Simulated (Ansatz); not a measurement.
Method: PBE-D3(BJ)/def2-TZVP // PBE0-D3(BJ)/def2-SVP (Ansatz, an electronic-structure program). Gas-phase values, no solvent. One relaxed conformer stands for a flexible species; it need not be the lowest.  In the def2 sets, heavy atoms carry core potentials.

Reference species (SMILES): `C=[CH][Sn]([Cl])([Cl])[Cl]` (neutral, multiplicity 1).

| Property | Result |
|---|---|
| HOMO–LUMO gap | 4.57 eV |
| vertical ionisation energy (Delta-SCF) | 10.22 eV |
| LUMO | -3.17 eV |
| HOMO | -7.75 eV |

After one change: the HOMO–LUMO gap falls by 1.13 eV; the vertical ionisation energy (Delta-SCF) decreases by 0.97 eV; the LUMO drops by 0.11 eV; the HOMO goes up by 1.02 eV.

### Question
Name the change that produced these shifts. The new species is one of these.
(A) `[Cl][Sn]([Cl])([Cl])[CH2]c1ccccc1` (Sn–C–C–C torsion 89°)
(B) `C=CC[CH2][Sn]([Cl])([Cl])[Cl]` (C–C–C–C torsion -116°, C–C–C–Sn torsion 180°)
(C) `F[C](F)(F)[Sn]([Cl])([Cl])[Cl]`
(D) `C=C[CH2][Sn]([Cl])([Cl])[Cl]` (C–C–C–Sn torsion 99°)

### Answer
D, `C=C[CH2][Sn]([Cl])([Cl])[Cl]` (C–C–C–Sn torsion 99°)
